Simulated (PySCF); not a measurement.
# How methods differ on the ionisation energy of Zn

Zn [Ar] 3d10 4s2 (1S) → Zn⁺ [Ar] 3d10 4s1 (2S), as a difference of total energies. Calculation: PySCF 2.14, in aug-cc-pVDZ-PP with ECP10MDF; scalar relativity through the core potential. Correlated levels: valence: 3s2 3p6 frozen. The calculations carry no spin-orbit coupling.

| method | ionisation energy (eV) |
| --- | --- |
| UHF | 7.873 |
| TPSS | 9.469 |
| r2SCAN | 9.562 |
| MP2 (valence) | 9.170 |
| SCS-MP2 (valence) | 9.181 |

Errors of the correlated levels include the incompleteness of this basis and the frozen core.

MP2 underrates the near-degeneracy of ns² with np² in the lower species.

Problem. Which method comes closest to the reference value, and which is furthest?

Solution. The reference is 9.394 eV (measured; NIST Atomic Spectra Database, ionization energies). Closest: TPSS (error 0.075 eV); furthest: UHF (error -1.521 eV).
